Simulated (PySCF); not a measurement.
C2H7O (cation, charge +1), SMILES CC[OH2+], CAM-B3LYP/def2-SVP optimised geometry.

```
10

C      0.28     0.41     0.00
C     -0.29    -0.41     1.12
O      0.11     0.16     2.48
H     -0.04    -0.06    -0.95
H     -0.09     1.44     0.00
H      1.38     0.41     0.00
H      0.08    -1.44     1.18
H     -1.38    -0.41     1.18
H     -0.25     1.05     2.68
H      1.07     0.13     2.68
```

Density from CAM-B3LYP/def2-TZVP (PySCF) at that geometry.

Minimum of the electron density along straight lines between bonded atoms, close to the bond critical point (lines longer than 1.1 times the sum of covalent radii, or with two minima, are not listed):

```json
[
 {"bond": "C1–C2", "length / Å": "1.497", "ρ at the minimum / e bohr⁻³": "0.264", "∇²ρ there / e bohr⁻⁵": "___", "position (fraction from the first atom)": "0.47"},
 {"bond": "C2–O3", "length / Å": "1.529", "ρ at the minimum / e bohr⁻³": "___", "∇²ρ there / e bohr⁻⁵": "___", "position (fraction from the first atom)": "0.35"},
 {"bond": "C1–H4", "length / Å": "1.101", "ρ at the minimum / e bohr⁻³": "0.272", "∇²ρ there / e bohr⁻⁵": "-0.93", "position (fraction from the first atom)": "0.65"},
 {"bond": "C1–H5", "length / Å": "1.100", "ρ at the minimum / e bohr⁻³": "0.275", "∇²ρ there / e bohr⁻⁵": "-0.94", "position (fraction from the first atom)": "0.65"},
 {"bond": "C1–H6", "length / Å": "1.100", "ρ at the minimum / e bohr⁻³": "0.275", "∇²ρ there / e bohr⁻⁵": "-0.94", "position (fraction from the first atom)": "0.65"},
 {"bond": "C2–H7", "length / Å": "1.096", "ρ at the minimum / e bohr⁻³": "0.290", "∇²ρ there / e bohr⁻⁵": "-1.07", "position (fraction from the first atom)": "0.67"},
 {"bond": "C2–H8", "length / Å": "1.096", "ρ at the minimum / e bohr⁻³": "0.290", "∇²ρ there / e bohr⁻⁵": "-1.07", "position (fraction from the first atom)": "0.67"},
 {"bond": "O3–H9", "length / Å": "0.979", "ρ at the minimum / e bohr⁻³": "0.334", "∇²ρ there / e bohr⁻⁵": "-2.39", "position (fraction from the first atom)": "0.82"},
 {"bond": "O3–H10", "length / Å": "0.979", "ρ at the minimum / e bohr⁻³": "0.334", "∇²ρ there / e bohr⁻⁵": "-2.39", "position (fraction from the first atom)": "0.82"}
]
```

Question: Some entries are withheld; supply them.

Answer: 
- C1–C2, ∇²ρ there / e bohr⁻⁵: -0.71
- C2–O3, ρ at the minimum / e bohr⁻³: 0.176
- C2–O3, ∇²ρ there / e bohr⁻⁵: -0.12
